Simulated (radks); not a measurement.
Initial-state core-level shifts of the lead ion Pb+ when its valence configuration changes from [Hg] 6p1. Method: Dirac Kohn-Sham, PBE, spin-unpolarised, spherical densities, finite nucleus; open shells are shared between the two j in proportion to 2j + 1; Fermi nuclear charge, rms radius 5.5012 fm; computed with a radial shooting solver on a logarithmic mesh with Libxc functionals. Shifts are changes of the shell-averaged eigenvalues in eV (positive: less bound); the change of the density at the nucleus, which sets a Mossbauer isomer shift, is in e/bohr^3, on a base of 2.736e+06.

| valence | 2s | 2p | 4d | 5s | density at nucleus |
|---|---|---|---|---|---|
| [Xe] 4f14 5d10 6s1 6p2 | -1.802 | -1.800 | -1.814 | -1.811 | -258.9 |
| [Xe] 4f14 5d10 6p3 | -3.520 | -3.516 | -3.546 | -3.537 | -535.4 |
| [Xe] 4f13 5d10 6s2 6p2 | -22.011 | -21.805 | -19.791 | -10.489 | +318.1 |
| [Xe] 4f14 5d8 6s2 6p3 | -12.857 | -12.843 | -12.451 | -11.586 | +182.9 |
| [Xe] 4f12 5d10 6s2 6p3 | -44.910 | -44.485 | -40.102 | -21.102 | +652.8 |
| [Xe] 4f13 5d10 6s1 6p3 | -23.732 | -23.523 | -21.523 | -12.208 | +25.3 |
| [Xe] 4f11 5d10 6s2 6p4 | -68.667 | -68.012 | -60.889 | -31.816 | +1003.7 |
